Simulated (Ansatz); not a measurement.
Geometry optimisation, RKS r2SCAN-D4/def2-SVP (Ansatz).

input.yaml

```yaml
crystal:
  periodic: [false, false, false]
  atoms:
    - { symbol: Si, position_ang: [-1.611913, 0.057977, -0.171998] }
    - { symbol: "N", position_ang: [1.102119, -1.455097, 0.037938] }
    - { symbol: H, position_ang: [-1.741049, -1.283401, -0.801226] }
    - { symbol: H, position_ang: [-2.982338, 0.660193, -0.108077] }
    - { symbol: Si, position_ang: [-0.225061, 1.5615, -1.308874] }
    - { symbol: H, position_ang: [0.700621, -0.014083, 2.507104] }
    - { symbol: F, position_ang: [-1.180913, -0.104468, 1.428479] }
    - { symbol: H, position_ang: [1.640372, -1.089133, 0.825036] }
    - { symbol: F, position_ang: [1.567872, -0.116455, 2.772012] }
    - { symbol: H, position_ang: [1.762869, -1.555729, -0.733078] }
    - { symbol: H, position_ang: [0.841086, -2.404388, 0.306621] }
    - { symbol: H, position_ang: [1.230819, 1.252314, -1.235812] }
    - { symbol: H, position_ang: [-0.451322, 2.940373, -0.77283] }
    - { symbol: H, position_ang: [-0.653262, 1.550397, -2.745295] }
basis:
  gaussian: { orbitals: def2-SVP }
hamiltonian:
  xc: r2scan
  dispersion: d4
relax:
  f_tol: 0.03
  max_steps: 50
```

Run as:

```bash
$ ansatz run input.yaml --threads 4 --pin off --max-ram 5120MiB --backend cpu --events-out ev --progress --plain --runs-dir out
```

Where does it end, and by what steps?

The run converged. After 18 steps the energy has fallen by 0.272 eV; F9 moved furthest, 1.29 Å.

```
step  energy less start (eV)  largest force component (eV/Å)  accepted
   0                  0.0000                           1.194       yes
   1                 -0.1312                           0.496       yes
   2                 -0.1636                           0.457       yes
   3                 -0.1589                           0.419        no
   4                 -0.1875                           0.197       yes
   5                 -0.1925                           0.212       yes
   6                 -0.1967                           0.236       yes
   7                 -0.2017                           0.200       yes
   8                 -0.2086                           0.553       yes
   9                 -0.2181                           0.368       yes
  10                 -0.2343                           0.176       yes
  11                 -0.2465                           0.191       yes
  12                 -0.2578                           0.334       yes
  13                 -0.2616                           0.080       yes
  14                 -0.2686                           0.076       yes
  15                 -0.2704                           0.050       yes
  16                 -0.2715                           0.042       yes
  17                 -0.2718                           0.033       yes
  18                 -0.2718                           0.020       yes
```

```xyz
14
Properties=species:S:1:pos:R:3
Si -1.336 -0.222 -0.111
N 0.867 -1.477 0.061
H -1.606 -1.462 -0.887
H -2.689 0.434 0.013
Si -0.005 1.468 -1.040
H 0.320 0.325 1.954
F -1.050 -0.458 1.530
H 1.474 -0.897 0.647
F 1.168 0.734 1.884
H 1.372 -1.678 -0.803
H 0.738 -2.365 0.549
H 1.425 1.093 -1.251
H -0.079 2.684 -0.176
H -0.598 1.820 -2.371
```

Whether the end is a true minimum wasn't checked by a vibrational analysis.

Time of the run: 83 s on 4 threads of Arm Neoverse N1, on a shared host, peak memory 0.21 GiB.
